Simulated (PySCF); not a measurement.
**Orbital picture of ZnC**

revPBE at R = 2.013 Å; Zn pcseg-1, C pcseg-1; no relativity (PySCF 2.14). State: ³Σ⁻ (triplet), unpaired electrons π ↑↑. Only the outer orbitals are listed, counted within each symmetry.

| spin | orbital | occ. | ε (eV) | on Zn (%) | main shells (%) |
| --- | --- | --- | --- | --- | --- |
| α | 3π | 1 | -11.68 | 99 | 99 Zn d |
| α | 3π | 1 | -11.68 | 99 | 99 Zn d |
| α | 1δ | 1 | -11.58 | 100 | 100 Zn d |
| α | 1δ | 1 | -11.58 | 100 | 100 Zn d |
| α | 8σ | 1 | -11.36 | 85 | 83 Zn d, 14 C s |
| α | 9σ | 1 | -6.60 | 56 | 55 Zn s, 36 C p |
| α | 4π | 1 | -4.88 | 7 | 93 C p |
| α | 4π | 1 | -4.88 | 7 | 93 C p |
| α | 10σ | 0 | -3.68 | 60 | 41 C p, 39 Zn s, 20 Zn p |
| α | 5π | 0 | 1.43 | 93 | 93 Zn p |
| α | 5π | 0 | 1.43 | 93 | 93 Zn p |
| β | 7σ | 1 | -12.63 | 66 | 59 Zn d, 31 C s |
| β | 3π | 1 | -11.65 | 100 | 100 Zn d |
| β | 3π | 1 | -11.65 | 100 | 100 Zn d |
| β | 1δ | 1 | -11.58 | 100 | 100 Zn d |
| β | 1δ | 1 | -11.58 | 100 | 100 Zn d |
| β | 8σ | 1 | -10.57 | 54 | 46 C s, 40 Zn d, 11 Zn s |
| β | 9σ | 1 | -5.99 | 70 | 68 Zn s, 16 C p, 14 C s |
| β | 10σ | 0 | -3.11 | 42 | 58 C p, 23 Zn p, 18 Zn s |
| β | 4π | 0 | -2.30 | 18 | 82 C p, 18 Zn p |
| β | 4π | 0 | -2.30 | 18 | 82 C p, 18 Zn p |

**Question.** Which are the highest filled and the lowest empty level, where do they sit, and how wide is the gap?

**Answer.** Highest filled α 4π at -4.88 eV (in %: 93 C p); lowest empty α 10σ at -3.68 eV (in %: 41 C p, 39 Zn s, 20 Zn p); the gap at revPBE is 1.20 eV.

The bond order (Mayer) is 1.18, the ⟨S²⟩ is 2.075 and the charge on Zn (Mulliken, basis-dependent) is 0.34. The charge on Zn (Löwdin, basis-dependent) is 0.39 and the dipole moment (positive dipole means Zn(−)C(+)) is -3.42 D.

The state is the lowest determinant that a PBE0 search found; another state may lie lower at other levels.
